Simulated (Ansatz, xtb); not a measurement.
Spectroscopic constants of AlW, multiplicity 6 (lowest of 2S+1 = 2, 4, 6, 8 at CCSD(T)/def2-TZVPP on PBE0 minima; our sources give no spin for the ground state, which may be another). No spin–orbit coupling.

The constants come from a fifth-degree fit in 1/R (seven points, main isotopes). Runs in def2 and cc sets follow the lowest solution found near the PBE0 minimum.

The values were computed with Ansatz (Gaussian basis) for Hartree–Fock, density functionals and correlated methods; xtb for the GFN methods. Each number belongs to the level named beside it. In def2 rows elements past Kr take small-core potentials, without spin–orbit coupling. The GFN methods have no spin term and hold the electronic entropy of 300 K.

```tsv
level	r_e (Å)	ω_e (cm⁻¹)	ω_e x_e (cm⁻¹)	α_e (cm⁻¹)	dipole (D)
GFN1-xTB	2.583	309	3.7	0.0011	-
GFN2-xTB	2.552	343	1.1	0.00072	-
SVWN5/def2-TZVPP	2.601	284	0.99	0.00051	0.03
PBE/def2-TZVPP	2.641	269	0.99	0.00052	0.42
r2SCAN/def2-TZVPP	2.629	266	1.2	0.00059	0.94
B97M-V/def2-TZVPP	2.672	260	1.00	0.00051	0.68
B3LYP/def2-TZVPP	2.647	265	0.98	0.00052	0.10
PBE0/def2-TZVPP	2.631	268	1.1	0.00054	0.82
BHLYP/def2-TZVPP	2.642	262	1.0	0.00055	0.44
CAM-B3LYP/def2-TZVPP	2.622	273	1.0	0.00053	0.42
wB97X-V/def2-TZVPP	2.617	277	0.96	0.00051	0.79
wB97M-V/def2-TZVPP	2.624	273	0.92	0.00051	0.06
B2PLYP/def2-TZVPP	2.612	293	0.99	0.00046	-
```

Correlated levels freeze the inner cores; with def2 sets outer-core shells near the valence are correlated too.

Doubts at one or more of the structures used: a spin-contaminated determinant (r2SCAN/def2-TZVPP).

Ansatz is a first-principles code.
